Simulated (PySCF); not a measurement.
**Electron correlation in S³⁺ (sulfur, charge +3)**

[Ne] 3s2 3p1, 2P determinant. Computed with PySCF 2.14 in dyall-av3z, with no relativity, point nucleus. Frozen: [Ne]; 3 electrons correlated; the 26 highest virtual orbitals of each spin left out.

```csv
level,correlation energy (mhartree)
CCSD,-71.09
(T),-1.02
CCSD(T),-72.11
```

Diagnostics: T1 = 0.010, D1 = 0.0228, largest double amplitude 0.107.

Cost of the coupled-cluster step: roughly 5 core-seconds, for 3 correlated electrons.

Iterations:

```
CC2 = 0
CCSD nocc = (np.int64(2), np.int64(1)), nmo = (53, 53)
frozen orbitals [[0, 1, 2, 3, 4, 58, 59, 60, 61, 62, 63, 64, 65, 66, 67, 68, 69, 70, 71, 72, 73, 74, 75, 76, 77, 78, 79, 80, 81, 82, 83], [0, 1, 2, 3, 4, 58, 59, 60, 61, 62, 63, 64, 65, 66, 67, 68, 69, 70, 71, 72, 73, 74, 75, 76, 77, 78, 79, 80, 81, 82, 83]]
max_cycle = 100
direct = 0
conv_tol = 1e-08
conv_tol_normt = 1e-06
diis_space = 8
diis_start_cycle = 0
Init t2, MP2 energy = -0.051319516250025
Init E_corr(UCCSD) = -0.0513195162769295
cycle = 1  E_corr(UCCSD) = -0.0639227403523994  dE = -0.0126032241  norm(t1,t2) = 0.0474468
cycle = 2  E_corr(UCCSD) = -0.0681590364082963  dE = -0.00423629606  norm(t1,t2) = 0.0197246
cycle = 3  E_corr(UCCSD) = -0.0710958860396138  dE = -0.00293684963  norm(t1,t2) = 0.00888802
cycle = 4  E_corr(UCCSD) = -0.0710745603725005  dE = 2.13256671e-05  norm(t1,t2) = 0.000957263
cycle = 5  E_corr(UCCSD) = -0.0710911532859242  dE = -1.65929134e-05  norm(t1,t2) = 0.000105658
cycle = 6  E_corr(UCCSD) = -0.0710863796032484  dE = 4.77368268e-06  norm(t1,t2) = 1.68629e-05
cycle = 7  E_corr(UCCSD) = -0.071088062570796  dE = -1.68296755e-06  norm(t1,t2) = 4.67424e-06
cycle = 8  E_corr(UCCSD) = -0.071087630744827  dE = 4.31825969e-07  norm(t1,t2) = 1.24978e-06
cycle = 9  E_corr(UCCSD) = -0.0710876219703097  dE = 8.77451735e-09  norm(t1,t2) = 1.19389e-07
UCCSD converged
E(UCCSD) = -395.1538639666886  E_corr = -0.07108762197030968
UCCSD(T) correction = -0.00101691246633393
```
